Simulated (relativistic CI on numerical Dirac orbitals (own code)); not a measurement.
**Dy2+: 4s photoemission**

Computed with this model: Dirac-Coulomb-Breit CI, separate exchange-only KLI orbitals for each configuration, QED by a radiative potential, valence Slater integrals scaled by 0.8, multiplet model of photoemission in the sudden approximation; configurations [Xe] 4f10 → [Ar] 3d10 4s 4p6 4d10 4f10 5s2 5p6; 300 K; Lorentzian 3 eV and Gaussian 0.7 eV FWHM. Energies are those of the free ion, without screening or charge transfer. The energies are binding energies and can lie tens of eV above those of solids. Without intra-shell correlation the exchange splitting of an s hole comes out too large, often by half or more. S is read from ⟨S²⟩ = S(S + 1).

Computed curve for free ion, scaled to 100 at the maximum (points under 2 are left out and the grid is thinned):

```json
{"Energy (eV)": "423.8", "Intensity": "2.1"}
{"Energy (eV)": "424.2", "Intensity": "2.2"}
{"Energy (eV)": "424.6", "Intensity": "2.4"}
{"Energy (eV)": "425.4", "Intensity": "2.7"}
{"Energy (eV)": "425.8", "Intensity": "3.0"}
{"Energy (eV)": "426.2", "Intensity": "3.2"}
{"Energy (eV)": "426.6", "Intensity": "3.5"}
{"Energy (eV)": "427.4", "Intensity": "4.1"}
{"Energy (eV)": "427.8", "Intensity": "4.5"}
{"Energy (eV)": "428.2", "Intensity": "5.0"}
{"Energy (eV)": "428.6", "Intensity": "5.5"}
{"Energy (eV)": "429.4", "Intensity": "6.9"}
{"Energy (eV)": "429.8", "Intensity": "7.7"}
{"Energy (eV)": "430.2", "Intensity": "8.8"}
{"Energy (eV)": "430.6", "Intensity": "10.1"}
{"Energy (eV)": "431.4", "Intensity": "13.8"}
{"Energy (eV)": "431.8", "Intensity": "16.4"}
{"Energy (eV)": "432.2", "Intensity": "19.9"}
{"Energy (eV)": "432.6", "Intensity": "24.4"}
{"Energy (eV)": "433.4", "Intensity": "38.8"}
{"Energy (eV)": "433.8", "Intensity": "49.9"}
{"Energy (eV)": "434.2", "Intensity": "64.1"}
{"Energy (eV)": "434.6", "Intensity": "80.1"}
{"Energy (eV)": "435.0", "Intensity": "93.9"}
{"Energy (eV)": "435.8", "Intensity": "95.5"}
{"Energy (eV)": "436.2", "Intensity": "83.0"}
{"Energy (eV)": "436.6", "Intensity": "68.0"}
{"Energy (eV)": "437.0", "Intensity": "54.6"}
{"Energy (eV)": "437.8", "Intensity": "37.2"}
{"Energy (eV)": "438.2", "Intensity": "32.5"}
{"Energy (eV)": "438.6", "Intensity": "29.7"}
{"Energy (eV)": "439.0", "Intensity": "28.4"}
{"Energy (eV)": "439.8", "Intensity": "29.0"}
{"Energy (eV)": "440.2", "Intensity": "31.2"}
{"Energy (eV)": "440.6", "Intensity": "35.1"}
{"Energy (eV)": "441.0", "Intensity": "41.1"}
{"Energy (eV)": "441.8", "Intensity": "57.4"}
{"Energy (eV)": "442.2", "Intensity": "63.2"}
{"Energy (eV)": "442.6", "Intensity": "63.5"}
{"Energy (eV)": "443.0", "Intensity": "57.9"}
{"Energy (eV)": "443.4", "Intensity": "48.9"}
{"Energy (eV)": "444.2", "Intensity": "31.4"}
{"Energy (eV)": "444.6", "Intensity": "25.0"}
{"Energy (eV)": "445.0", "Intensity": "20.0"}
{"Energy (eV)": "445.4", "Intensity": "16.3"}
{"Energy (eV)": "446.2", "Intensity": "11.2"}
{"Energy (eV)": "446.6", "Intensity": "9.6"}
{"Energy (eV)": "447.0", "Intensity": "8.2"}
{"Energy (eV)": "447.4", "Intensity": "7.2"}
{"Energy (eV)": "448.2", "Intensity": "5.6"}
{"Energy (eV)": "448.6", "Intensity": "5.0"}
{"Energy (eV)": "449.0", "Intensity": "4.5"}
{"Energy (eV)": "449.4", "Intensity": "4.1"}
{"Energy (eV)": "450.2", "Intensity": "3.4"}
{"Energy (eV)": "450.6", "Intensity": "3.1"}
{"Energy (eV)": "451.0", "Intensity": "2.9"}
{"Energy (eV)": "451.4", "Intensity": "2.7"}
{"Energy (eV)": "452.2", "Intensity": "2.3"}
{"Energy (eV)": "452.6", "Intensity": "2.2"}
{"Energy (eV)": "453.0", "Intensity": "2.0"}
```

The ground state has S = 1.94, and the centroid lies at 438.15 eV.
